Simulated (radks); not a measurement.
Values are calculated unless marked as measured or tabulated.
How relativity changes the ionisation of the bismuth ion Bi+ ([Hg] 6p2) to Bi2+ ([Hg] 6p1). Spin-unpolarised spherical Kohn-Sham, PBEsol, point nucleus unless stated (finite: rms radius 5.5211 fm), a radial shooting solver on a logarithmic mesh with Libxc functionals. A level marked "c x" has the speed of light scaled by that factor and shares open shells by 2j + 1; other Dirac levels either fill j = l - 1/2 first or share by 2j + 1.

| level | E(Bi+) (hartree) | E(Bi2+) (hartree) | IE (eV) | HOMO | <r> HOMO (bohr) |
|---|---|---|---|---|---|
| non-rel. | -20094.3419 | -20093.7818 | 15.241 | 6p | 2.854 |
| scalar-rel. | -21524.7778 | -21524.2159 | 15.291 | 6p | 2.787 |
| scalar-rel., finite nucleus | -21518.2840 | -21517.7220 | 15.294 | 6p | 2.787 |
| Dirac, 2j+1 shares | -21575.4264 | -21574.8579 | 15.469 | 6p3/2 | 2.883 |
| Dirac, low j first | -21575.5392 | -21574.9251 | 16.710 | 6p1/2 | 2.588 |
| Dirac, 2j+1 shares, finite nucleus | -21568.8445 | -21568.2759 | 15.472 | 6p3/2 | 2.882 |
| Dirac, c x 3 | -20231.7984 | -20231.2378 | 15.255 | 6p3/2 | 2.856 |
| Dirac, c x 5 | -20143.2235 | -20142.6632 | 15.246 | 6p3/2 | 2.855 |
| Dirac, c x 100 | -20094.4633 | -20093.9032 | 15.241 | 6p3/2 | 2.854 |

NIST Atomic Spectra Database: 16.703 eV (measured). The relativistic part of the total energy of Bi+ is -1475 hartree (Dirac, 2j+1 shares, finite nucleus), 7.3 % of the non-relativistic value. Spin polarisation and multiplet splitting of open shells are left out at every level.

Beside tabulated values, note that relativity, absent from the non-relativistic runs, is large for the heavy elements, and spin-unpolarised runs miss the spin-polarisation part of the exchange energy of open shells, and scalar-relativistic runs lack spin-orbit coupling.
